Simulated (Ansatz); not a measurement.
Mulliken charges of CH₅BClFSi (`FB(Cl)C[SiH3]`) from ωB97M-V/def2-TZVPP in Ansatz (PBE0-D4/def2-TZVP geometry).

```
atom   x (Å)   y (Å)   z (Å)  charge (e)
  F1   1.671  -1.819   0.073      -0.216
  B2   0.424  -1.465  -0.187       0.285
 Cl3  -0.826  -2.633   0.227      -0.126
  C4   0.092  -0.078  -0.773      -0.319
 Si5  -0.280   1.181   0.585       0.162
  H6   0.936   0.315  -1.347       0.132
  H7  -0.797  -0.111  -1.408       0.134
  H8  -0.515   2.512  -0.031      -0.022
  H9  -1.490   0.771   1.342      -0.014
 H10   0.869   1.276   1.522      -0.016
```

Question: By hand: the dipole of these point charges (1 e Å = 4.8032 D).

Answer: Σ q r = (-0.176, 0.464, -0.165) e Å, of length 0.523 e Å = 2.51 D.

Question: How does the dipole of the full density compare? (Estimate.)

Answer: Ansatz gave: (-0.060, 0.276, -0.204) e Å, 1.67 D; the point charges give 1.50 times that, at 19° from its direction.

Point charges leave out the atoms' own dipoles, such as those of lone pairs, and Mulliken's split depends on the basis, so the two needn't agree.
